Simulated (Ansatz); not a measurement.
The same atomization along the group B, Al, In.

Computed with Ansatz on PBE0-D4/def2-TZVP structures; ΔE is electronic, products minus reactants. CBS: MP2 limit from def2 TZ/QZ plus the TZ coupled-cluster correction, frozen cores. This one scheme is used for every species, atoms too. Functionals use def2-TZVPP. No spin–orbit coupling; open shells (•) take unrestricted orbitals. Spin–orbit coupling would lower the free atoms: a little for Al, B, C, O, S; strongly for In. def2 core potentials past Kr. Bonds to In are less sure, by a few kJ/mol each and by 10 to 20 or more in all where they break to atoms, as the def2 sets lack core-valence functions. Each species was taken in one conformer, which may not be the lowest.

```
                                            reaction  CCSD(T)/CBS(def2) (kJ/mol)
              `CCB(O)S` → 2 C• + 7 H• + B• + O• + S•                        4686
`C[CH2][Al]([OH])[SH]` → 2 C• + 7 H• + Al• + O• + S•                           ?
`C[CH2][In]([OH])[SH]` → 2 C• + 7 H• + In• + O• + S•                        4153
```

**Question.** Fill in the missing values. (Estimate.)

**Answer.** Computed: `C[CH2][Al]([OH])[SH]` → 2 C• + 7 H• + Al• + O• + S•: +4442.9 kJ/mol.

Largest T1 diagnostic: 0.018, for Al•.

For atomizations the MP2-based limit and the directly extrapolated one differ by several kJ/mol either way, and by 10 to 25 for some Ge, Se and Sn compounds, so smaller differences from it don't rank the levels.
